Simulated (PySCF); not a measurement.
Precursor series Zr Cl-F. Isolated molecules, 0 K electronic values unless said otherwise.

Computed with B3LYP-D3(BJ)/def2-TZVP // r2SCAN-D4/def2-SVP in PySCF 2.14.0. B3LYP has the VWN-RPA correlation part, as in Gaussian. 

| species | charge on the central atom (Mulliken) (e) | LUMO (eV) | HOMO (eV) |
|---|---|---|---|
| 0 of 4 Cl replaced by F ([Zr(Cl)4]) | (withheld) | -2.95 | -9.43 |
| 1 of 4 Cl replaced by F ([Zr(Cl)3(F)]) | 1.46 | -2.76 | -9.43 |
| 2 of 4 Cl replaced by F | (withheld) | -2.52 | -9.53 |
| 3 of 4 Cl replaced by F ([Zr(Cl)(F)3]) | 1.70 | -2.11 | -9.73 |
| 4 of 4 Cl replaced by F ([Zr(F)4]) | (withheld) | -1.67 | -11.91 |

Problem. What belongs in the gaps?

Solution. 
- 0 of 4 Cl replaced by F ([Zr(Cl)4]), charge on the central atom (Mulliken) (e): 1.32
- 2 of 4 Cl replaced by F, charge on the central atom (Mulliken) (e): 1.58
- 4 of 4 Cl replaced by F ([Zr(F)4]), charge on the central atom (Mulliken) (e): 1.82
